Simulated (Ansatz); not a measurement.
Computed with PBE0-D3(BJ)/def2-TZVP in Ansatz (an electronic-structure program). No frequencies were computed at this level.

Ansatz 0.2 input:
```yaml
crystal:
  periodic: [false, false, false]
  atoms:
    - { symbol: N, position_ang: [1.963322, 0.26571, 0.175493] }
    - { symbol: C, position_ang: [0.842966, 0.091104, 0.020455] }
    - { symbol: C, position_ang: [-0.575897, -0.089286, -0.198863] }
    - { symbol: O, position_ang: [-1.221049, -1.021909, 0.180466] }
    - { symbol: H, position_ang: [-1.009344, 0.75438, -0.772896] }
basis:
  gaussian: { orbitals: def2-tzvp }
hamiltonian:
  xc: pbe0
  dispersion: d3bj
relax:
  max_steps: 150
```

Output:

```
Functional definition: PBE0
710 factors; their error is unknown
mean field evaluation 1: about -5616.9967 eV, gradient 4.9e1 eV
mean field evaluation 2: about -5609.2367 eV, gradient 8.1e1 eV
mean field evaluation 4: about -5621.3059 eV, gradient 3.1e0 eV
mean field evaluation 8: about -5621.3381 eV, gradient 3.9e-1 eV
mean field evaluation 16: about -5621.3383 eV, gradient 2.3e-5 eV
mean field -5621.33831782 eV, -206.5803728999 hartree, gradient 2.3e-5 eV, S^2 0.000000; 0 other end points of the search recorded, 0 dependent functions left out
reference -5621.33833878 eV, -206.5803736701 hartree; 14, 14 occupied and 116, 116 virtual orbitals, 710 factors
relax step   1: F+E_penalty+E_count = -5621.40024788 eV  Δ(F+E_penalty+E_count) = +0.000e0 eV  max|allowed force component| = 7.134e-1 eV/Å  Δτ_max = 0.0000 Å  (27 SCF iters, accepted)
these checks for a lower state are left out or cut short: starts, cluster_reference, orbital_swaps, neighbouring_geometries, increment
710 factors; their error is unknown
mean field -5621.35234314 eV, -206.5808883210 hartree, gradient 1.5e-5 eV, S^2 0.000000; 0 other end points of the search recorded, 0 dependent functions left out
reference -5621.35236409 eV, -206.5808890907 hartree; 14, 14 occupied and 116, 116 virtual orbitals, 710 factors
relax step   2: F+E_penalty+E_count = -5621.41417371 eV  Δ(F+E_penalty+E_count) = -1.393e-2 eV  max|allowed force component| = 3.928e-1 eV/Å  Δτ_max = 0.0204 Å  (33 SCF iters, accepted)
these checks for a lower state are left out or cut short: starts, cluster_reference, orbital_swaps, neighbouring_geometries, increment
710 factors; their error is unknown
mean field -5621.26852162 eV, -206.5778079370 hartree, gradient 1.6e-5 eV, S^2 0.000000; 0 other end points of the search recorded, 0 dependent functions left out
reference -5621.26854246 eV, -206.5778087028 hartree; 14, 14 occupied and 116, 116 virtual orbitals, 710 factors
relax step   3: F+E_penalty+E_count = -5621.33019301 eV  Δ(F+E_penalty+E_count) = +8.398e-2 eV  max|allowed force component| = 1.273e0 eV/Å  Δτ_max = 0.0878 Å  (39 SCF iters, rejected (line search))
these checks for a lower state are left out or cut short: starts, cluster_reference, orbital_swaps, neighbouring_geometries, increment
710 factors; their error is unknown
mean field evaluation 32: about -5621.3391 eV, gradient 1.1e0 eV
mean field -5621.35497418 eV, -206.5809850098 hartree, gradient 1.4e-5 eV, S^2 0.000000; 0 other end points of the search recorded, 0 dependent functions left out
reference -5621.35499511 eV, -206.5809857789 hartree; 14, 14 occupied and 116, 116 virtual orbitals, 710 factors
relax step   4: F+E_penalty+E_count = -5621.41683069 eV  Δ(F+E_penalty+E_count) = -2.657e-3 eV  max|allowed force component| = 2.589e-1 eV/Å  Δτ_max = 0.0092 Å  (32 SCF iters, accepted)
these checks for a lower state are left out or cut short: starts, cluster_reference, orbital_swaps, neighbouring_geometries, increment
710 factors; their error is unknown
mean field -5621.35528853 eV, -206.5809965619 hartree, gradient 1.4e-5 eV, S^2 0.000000; 0 other end points of the search recorded, 0 dependent functions left out
reference -5621.35530943 eV, -206.5809973301 hartree; 14, 14 occupied and 116, 116 virtual orbitals, 710 factors
relax step   5: F+E_penalty+E_count = -5621.41713584 eV  Δ(F+E_penalty+E_count) = -3.051e-4 eV  max|allowed force component| = 2.330e-1 eV/Å  Δτ_max = 0.0048 Å  (34 SCF iters, accepted)
these checks for a lower state are left out or cut short: starts, cluster_reference, orbital_swaps, neighbouring_geometries, increment
710 factors; their error is unknown
mean field -5621.35676732 eV, -206.5810509067 hartree, gradient 1.5e-5 eV, S^2 0.000000; 0 other end points of the search recorded, 0 dependent functions left out
reference -5621.35678823 eV, -206.5810516749 hartree; 14, 14 occupied and 116, 116 virtual orbitals, 710 factors
relax step   6: F+E_penalty+E_count = -5621.41857830 eV  Δ(F+E_penalty+E_count) = -1.442e-3 eV  max|allowed force component| = 1.802e-2 eV/Å  Δτ_max = 0.0115 Å  (33 SCF iters, accepted)
these checks for a lower state are left out or cut short: starts, cluster_reference, orbital_swaps, neighbouring_geometries, increment
710 factors; their error is unknown
mean field -5621.35678744 eV, -206.5810516460 hartree, gradient 1.5e-5 eV, S^2 0.000000; 0 other end points of the search recorded, 0 dependent functions left out
reference -5621.35680835 eV, -206.5810524143 hartree; 14, 14 occupied and 116, 116 virtual orbitals, 710 factors
relax step   7: F+E_penalty+E_count = -5621.41859289 eV  Δ(F+E_penalty+E_count) = -1.459e-5 eV  max|allowed force component| = 5.169e-3 eV/Å  Δτ_max = 0.0014 Å  (34 SCF iters, accepted)
710 factors; their error is unknown
mean field evaluation 64: about -5621.3568 eV, gradient 5.2e-3 eV
mean field -5621.35678744 eV, -206.5810516460 hartree, gradient 1.5e-5 eV, S^2 0.000000; 1 other end points of the search recorded, 0 dependent functions left out
reference -5621.35680835 eV, -206.5810524143 hartree; 14, 14 occupied and 116, 116 virtual orbitals, 710 factors
Total energy: -5621.41861379 eV, -206.5833237225 hartree
Atom 0 at     1.978288     0.252267     0.187533 Å, force    -0.000284    -0.000314     0.000178 eV/Å
Atom 1 at     0.851727     0.087590     0.024746 Å, force    -0.002961    -0.001931     0.000237 eV/Å
Atom 2 at    -0.586426    -0.073228    -0.210836 Å, force    -0.004883     0.004123    -0.003158 eV/Å
Atom 3 at    -1.198919    -1.020948     0.181832 Å, force     0.005169     0.001920     0.000020 eV/Å
Atom 4 at    -1.044671     0.754318    -0.778620 Å, force     0.002960    -0.003798     0.002723 eV/Å
Dipole moment:    -0.342469     0.288035    -0.239061 e Å
```

Cost: very roughly 15 core-seconds.
